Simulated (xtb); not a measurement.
formamide (CH₃NO), singlet, at a GFN2-xTB geometry, atoms displaced at random by about 0.05 Å a coordinate; GFN2-xTB in xtb.

xtb was given this input:
```
$ xtb mol.xyz --gfn 2 --opt vtight --json

# file mol.xyz
6

N     -1.06041297     0.10947175     0.05509165
C      0.33044991     0.21431256    -0.03592373
O      1.04290934    -0.57887859    -0.06753697
H     -1.47460916    -0.69319711     0.20068031
H     -1.70025621     0.99589793     0.10372652
H      0.61240994     1.32692628    -0.17541271
```

Problem. What does xtb print? Leave out banner, timings and long lists.

Solution. 
```
   ID    Z sym.   atoms
    1    7 N      1
    2    6 C      2
    3    8 O      3
    4    1 H      4-6

           -------------------------------------------------
          |                Calculation Setup                |
           -------------------------------------------------

           -------------------------------------------------
          |                 G F N 2 - x T B                 |
           -------------------------------------------------

          ...................................................
          :                      SETUP                      :
          :.................................................:
          :  # basis functions                  15          :
          :  # atomic orbitals                  15          :
          :  # shells                            9          :
          :  # electrons                        18          :
          :  max. iterations                   250          :
          :  Hamiltonian                  GFN2-xTB          :
          :  restarted?                      false          :
          :  GBSA solvation                  false          :
          :  PC potential                    false          :
          :  electronic temp.          300.0000000     K    :
          :  accuracy                    1.0000000          :
          :  -> integral cutoff          0.2500000E+02      :
          :  -> integral neglect         0.1000000E-07      :
          :  -> SCF convergence          0.1000000E-05 Eh   :
          :  -> wf. convergence          0.1000000E-03 e    :
          :  Broyden damping             0.4000000          :
          :  net charge                          0          :
          :  unpaired electrons                  0          :
          ...................................................

 iter      E             dE          RMSdq      gap      omega  full diag
   1    -10.7614172 -0.107614E+02  0.531E+00    6.15       0.0  T
   2    -10.7803855 -0.189683E-01  0.287E+00    6.35       1.0  T
   3    -10.7810017 -0.616263E-03  0.116E+00    6.30       1.0  T
   4    -10.7811175 -0.115728E-03  0.166E-01    6.23       1.0  T
   5    -10.7811357 -0.182895E-04  0.737E-02    6.26       1.0  T
   6    -10.7811398 -0.408845E-05  0.331E-02    6.26       1.2  T
   7    -10.7811402 -0.320643E-06  0.623E-03    6.26       6.6  T
   8    -10.7811402 -0.500103E-07  0.227E-03    6.26      18.0  T
[...]
 * total energy  :   -10.5934679 Eh     change       -0.4035883E-11 Eh
 * total energy  :   -10.6419901 Eh     change       -0.4852222E-01 Eh
 * total energy  :   -10.6439526 Eh     change       -0.1962445E-02 Eh
 * total energy  :   -10.6439481 Eh     change        0.4415023E-05 Eh
 * total energy  :   -10.6441887 Eh     change       -0.2405604E-03 Eh
 * total energy  :   -10.6442267 Eh     change       -0.3799123E-04 Eh
 * total energy  :   -10.6442625 Eh     change       -0.3583163E-04 Eh
 * total energy  :   -10.6442685 Eh     change       -0.5987188E-05 Eh
 * total energy  :   -10.6442695 Eh     change       -0.1024009E-05 Eh
 * total energy  :   -10.6442701 Eh     change       -0.5428433E-06 Eh
 * total energy  :   -10.6442703 Eh     change       -0.2575929E-06 Eh
 * total energy  :   -10.6442704 Eh     change       -0.3678931E-07 Eh
   *** GEOMETRY OPTIMIZATION CONVERGED AFTER 12 ITERATIONS ***
         :: total energy             -10.644270379933 Eh    ::
[...]
                  HL-Gap            0.1891304 Eh            5.1465 eV
             Fermi-level           -0.3120131 Eh           -8.4903 eV

     #   Z          covCN         q      C6AA      α(0)
     1   7 N        2.633    -0.258    26.712     7.676
     2   6 C        2.688     0.264    22.538     7.769
     3   8 O        0.858    -0.394    21.569     6.227
     4   1 H        0.860     0.198     1.118     1.656
     5   1 H        0.861     0.183     1.196     1.713
     6   1 H        0.922     0.008     2.931     2.677

 Mol. C6AA /au·bohr⁶  :        337.360049
 Mol. C8AA /au·bohr⁸  :       7031.980351
 Mol. α(0) /au        :         27.718488

Wiberg/Mayer (AO) data.
largest (>0.10) Wiberg bond orders for each atom

 ---------------------------------------------------------------------------
     #   Z sym  total        # sym  WBO       # sym  WBO       # sym  WBO
 ---------------------------------------------------------------------------
     1   7 N    3.389 --     2 C    1.274     5 H    0.951     4 H    0.940
                             3 O    0.219
     2   6 C    3.951 --     3 O    1.755     1 N    1.274     6 H    0.922
     3   8 O    2.045 --     2 C    1.755     1 N    0.219
     4   1 H    0.961 --     1 N    0.940
     5   1 H    0.966 --     1 N    0.951
     6   1 H    1.000 --     2 C    0.922
 ---------------------------------------------------------------------------

Topologies differ in total number of bonds
Writing topology from bond orders to xtbtopo.mol

molecular dipole:
                 x           y           z       tot (Debye)
 q only:       -1.236       0.614       0.077
   full:       -1.487       0.815       0.087       4.315
molecular quadrupole (traceless):
                xx          xy          yy          xz          yz          zz
 q only:        0.560       1.381       0.091      -0.206      -0.208      -0.651
  q+dip:        0.273       2.227       0.929      -0.294      -0.403      -1.202
   full:        0.124       2.151       0.429      -0.207      -0.307      -0.552

optimized geometry written to: xtbopt.xyz

           -------------------------------------------------
          | TOTAL ENERGY              -10.644270379933 Eh   |
          | GRADIENT NORM               0.000055301140 Eh/α |
          | HOMO-LUMO GAP               5.146499052653 eV   |
           -------------------------------------------------

normal termination of xtb
```
